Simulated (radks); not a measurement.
All-electron atom: Hf25+ in [Kr] 4d10 4f1 (the NIST ground configuration).

Method: scalar-relativistic Kohn-Sham, SCAN, spin-polarised, spherical densities, finite nucleus; open shells are filled with parallel spins first (spin-orbit coupling, left out, can overturn this in heavy ions); meta-GGA in the generalised Kohn-Sham scheme; Fermi nuclear charge, rms radius 5.347 fm; computed with a radial shooting solver on a logarithmic mesh with Libxc functionals.

Energy parts (hartree):
part                       energy
total                 -14808.0441
kinetic                16248.3557
electron-nucleus      -35080.9180
Hartree                 4301.8031
exchange-correlation    -277.2849

Orbitals (lengths in bohr, moments of r in powers of bohr; <r^-3> diverges for s and p1/2; r(90%) holds 90 % of the orbital's charge):
| orbital | occ. | eigenvalue (hartree) | <r^-3> | <1/r> | <r^2> | r(90%) |
|---|---|---|---|---|---|---|
| 1s up | 1 | -2430.998 | - | 83.79 | 0.0004952 | 0.0345 |
| 1s down | 1 | -2430.998 | - | 83.79 | 0.0004952 | 0.0345 |
| 2s up | 1 | -441.2290 | - | 19.58 | 0.007641 | 0.125 |
| 2s down | 1 | -441.2267 | - | 19.58 | 0.007641 | 0.125 |
| 2p up | 3 | -390.8761 | 17770 | 17.85 | 0.006290 | 0.117 |
| 2p down | 3 | -390.8745 | 17770 | 17.85 | 0.006290 | 0.117 |
| 3s up | 1 | -124.0555 | - | 7.270 | 0.04940 | 0.305 |
| 3s down | 1 | -124.0071 | - | 7.273 | 0.04936 | 0.304 |
| 3p up | 3 | -108.9013 | 3950 | 6.736 | 0.05001 | 0.310 |
| 3p down | 3 | -108.8512 | 3954 | 6.739 | 0.04997 | 0.310 |
| 3d up | 5 | -90.98580 | 510.5 | 6.358 | 0.04158 | 0.292 |
| 3d down | 5 | -90.94575 | 511.0 | 6.360 | 0.04154 | 0.292 |
| 4s up | 1 | -46.71590 | - | 3.249 | 0.2227 | 0.633 |
| 4s down | 1 | -46.63545 | - | 3.246 | 0.2229 | 0.633 |
| 4p up | 3 | -41.39205 | 1057 | 3.015 | 0.2431 | 0.665 |
| 4p down | 3 | -41.31449 | 1055 | 3.012 | 0.2433 | 0.665 |
| 4d up | 5 | -34.58885 | 127.8 | 2.781 | 0.2580 | 0.696 |
| 4d down | 5 | -34.50943 | 127.5 | 2.778 | 0.2583 | 0.696 |
| 4f up | 1 | -27.26776 | 28.01 | 2.521 | 0.2465 | 0.702 |

The highest occupied level is 4f up at -741.99 eV. The spin density at the nucleus is -5.85 e/bohr^3 (1s 0.00, 2s -1.26, 3s -13.61, 4s 9.01). Spin moment in Bohr magnetons: 1. Summed over all electrons, <r^2> = 5.601 bohr^2, which gives a Langevin (diamagnetic) susceptibility term of -4.44 x 10^-6 cm^3/mol. The density falls to 0.001 e/bohr^3 at r = 1.32 bohr.

Empty levels of this run are not shown, since the potential may be unsettled where no density lies.
